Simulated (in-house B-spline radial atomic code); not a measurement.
**Ionising Fe4+ with different functionals**

Computed with a B-spline radial code for spherical atoms: non-relativistic Hamiltonian, point nucleus, spin-polarised at highest spin, spherical fractional occupations for the functionals, and exact exchange of hybrids averaged over the configuration. The ionisation energy is the difference of two self-consistent energies, [Ar] 3d4 → [Ar] 3d3, without Breit or QED terms; ε is the level of the shell that loses the electron (its least bound occupied spin orbital).

```
   method                    rung  ΔSCF (eV)  -ε(3d) (eV)
     PBE0           global hybrid      76.64        68.87
    B3LYP           global hybrid      76.70        68.26
    TPSSh           global hybrid      76.56        66.86
   M06-2X           global hybrid      76.19        72.15
BHandHLYP           global hybrid          ?            ?
  r2SCAN0           global hybrid      76.94        69.24
    B97-1           global hybrid      76.50        68.19
    HSE06  range-separated hybrid      76.59        68.40
    wB97X  range-separated hybrid      76.23        70.91
CAM-B3LYP  range-separated hybrid      76.67        70.27
  LC-wPBE  range-separated hybrid          ?            ?
```

Problem. What does BHandHLYP give?

Solution. ΔSCF 76.49 eV, and -ε(3d) = 71.94 eV.

Problem. What does LC-wPBE give?

Solution. ΔSCF 76.65 eV, and -ε(3d) = 71.21 eV.

Problem. Among the functionals, which spreads more, the ΔSCF values or the orbital energies?

Solution. The orbital energies: ΔSCF values span about 0.76 eV and the orbital energies 5.29 eV; here energy differences depend much less on the functional than eigenvalues do.

Problem. How do they compare with the NIST value?

Solution. NIST lists 75.0 eV ± 0.15 (semi-empirical, ground level to ground level). Errors run from +1.19 to +1.94 eV. The correlated functionals all miss on the same side by more than they spread, so the cause is common to them (relativity, Breit-QED terms, multiplet and fine-structure energies, or a listed next ion that isn't the cheapest removal here) and closeness doesn't rank the functionals.
